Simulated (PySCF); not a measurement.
**GeH₂⁺: bending curve**

Level of theory: UPBE0 in PySCF with Ge def2-TZVP, H def2-TZVP; no relativity; density-fitted integrals.

Rigid scan from the doublet minimum (Ge–H 1.552 Å (×2); H–Ge–H 120.9°). Coordinate: the H–Ge–H angle, bonds fixed. Energies in kJ/mol from the minimum.

```json
{"bond angle (°)": "80", "E (kJ/mol)": "87.2", "dipole size (D, about the centre of mass)": "0.05", "⟨S²⟩": "0.75"}
{"bond angle (°)": "90", "E (kJ/mol)": "47.3", "dipole size (D, about the centre of mass)": "0.14", "⟨S²⟩": "0.75"}
{"bond angle (°)": "100", "E (kJ/mol)": "20.7", "dipole size (D, about the centre of mass)": "0.24", "⟨S²⟩": "0.75"}
{"bond angle (°)": "110", "E (kJ/mol)": "5.4", "dipole size (D, about the centre of mass)": "0.35", "⟨S²⟩": "0.75"}
{"bond angle (°)": "120", "E (kJ/mol)": "0.0", "dipole size (D, about the centre of mass)": "0.46", "⟨S²⟩": "0.75"}
{"bond angle (°)": "130", "E (kJ/mol)": "3.5", "dipole size (D, about the centre of mass)": "0.57", "⟨S²⟩": "0.75"}
{"bond angle (°)": "140", "E (kJ/mol)": "15.0", "dipole size (D, about the centre of mass)": "0.67", "⟨S²⟩": "0.75"}
{"bond angle (°)": "150", "E (kJ/mol)": "33.2", "dipole size (D, about the centre of mass)": "0.74", "⟨S²⟩": "0.75"}
{"bond angle (°)": "160", "E (kJ/mol)": "56.2", "dipole size (D, about the centre of mass)": "0.73", "⟨S²⟩": "0.75"}
{"bond angle (°)": "170", "E (kJ/mol)": "78.5", "dipole size (D, about the centre of mass)": "0.52", "⟨S²⟩": "0.75"}
{"bond angle (°)": "180", "E (kJ/mol)": "88.6", "dipole size (D, about the centre of mass)": "0.00", "⟨S²⟩": "0.76"}
```

With the bonds held, the linear shape lies 88.6 kJ/mol from the minimum.

The scan took 13 s on 2 threads of a shared Intel Xeon Platinum 8259CL @ 2.50GHz (Skylake/Cascade Lake) host; the process peaked at 0.63 GiB.
